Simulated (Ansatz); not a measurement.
Two isomers of C2H7FSSi: A = `FC[SiH2]CS`, B = `C[SiH](S)CF`.

Calculated with Ansatz (gas phase, PBE0-D4/def2-TZVP geometries, no zero-point term in ΔE). CBS: MP2 limit from def2 TZ/QZ plus the TZ coupled-cluster correction, frozen cores. DFT in def2-TZVPP. B3LYP here is the variant with VWN-RPA as its local correlation; programs differ in this. Each species was taken in one conformer, which may not be the lowest.

(1) Which is lower in electronic energy at CCSD(T)/CBS, and by how much? (An estimate is asked.)

(2) Give E(B) − E(A) in kcal/mol with B2PLYP, B3LYP-D4, MP2/def2-TZVPP, CCSD(T)/def2-TZVPP, HF/def2-TZVPP, B3LYP, r2SCAN-D4. (An estimate is asked.)

Largest T1 diagnostic: 0.011.

Answers

(1) The calculation gave: B, by 29.4 kcal/mol.

(2) Ansatz gave: B2PLYP -29.5, B3LYP-D4 -29.0, MP2/def2-TZVPP -30.1, CCSD(T)/def2-TZVPP -29.1, HF/def2-TZVPP -29.5, B3LYP -29.2, r2SCAN-D4 -30.6. None reverses the order clearly.
